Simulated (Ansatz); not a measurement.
`C[SiH](F)BN` + H–F → `NBF` + `C[SiH2]F` at 500 K and 1 bar (cleavage of the B–Si bond).

Gas-phase electronic energies from Ansatz, PBE0-D4/def2-TZVP geometries. CCSD(T)/CBS is the MP2 limit (def2-TZVPP, def2-QZVPP) plus CCSD(T) − MP2 in def2-TZVPP, frozen cores. This one scheme is used for every species. Each species was taken in one conformer, which may not be the lowest.

```json
{"species": "`C[SiH](F)BN`", "CCSD(T)/CBS energy (Eh)": "-510.74878", "H − E (kJ/mol)": "285.0", "S (J/(mol·K))": "424.2"}
{"species": "H–F", "CCSD(T)/CBS energy (Eh)": "-100.39570", "H − E (kJ/mol)": "39.4", "S (J/(mol·K))": "188.7"}
{"species": "`NBF`", "CCSD(T)/CBS energy (Eh)": "-181.19761", "H − E (kJ/mol)": "137.2", "S (J/(mol·K))": "290.8"}
{"species": "`C[SiH2]F`", "CCSD(T)/CBS energy (Eh)": "-430.00374", "H − E (kJ/mol)": "180.6", "S (J/(mol·K))": "331.4"}
```

H − E and S are ideal-gas, rigid-rotor, harmonic terms from PBE0-D4/def2-TZVP, for one conformer and one mirror image of each species. 1 Eh = 2625.50 kJ/mol, R = 8.31446 J/(mol·K).

By hand: ΔE, ΔH, ΔS and ΔG.

ΔE = (-181.19761) + (-430.00374) − (-510.74878) − (-100.39570) = -0.05687 Eh = -149.3 kJ/mol. Δ(H − E) = 137.2 + 180.6 − 285.0 − 39.4 = -6.6, so ΔH = -155.9 kJ/mol. ΔS = 290.8 + 331.4 − 424.2 − 188.7 = 9.3 J/(mol·K). ΔG = -155.9 − 500 × (9.3)/1000 = -160.6 kJ/mol.

By hand: the equilibrium constant, and the temperature at which ΔG would vanish if ΔH and ΔS stayed fixed.

log₁₀ K = −ΔG/(RT ln 10) = 16.8. ΔH and −TΔS have one sign here, so there is no such temperature.

The number of gas molecules stays the same, so ΔS is small and ΔH decides. A doubt of 5 kJ/mol in ΔE shifts log₁₀ K by 0.5 here. Other conformers and mirror images would add mixing entropy, several J/(mol·K) or more a flexible species. These are equilibria of isolated gas molecules and say nothing of rates. Largest T1 diagnostic: 0.012 (customary marks: 0.02 for closed shells, 0.045 for open ones).

ΔS is within the doubt of such terms, so its sign, and with it that verdict, could turn.
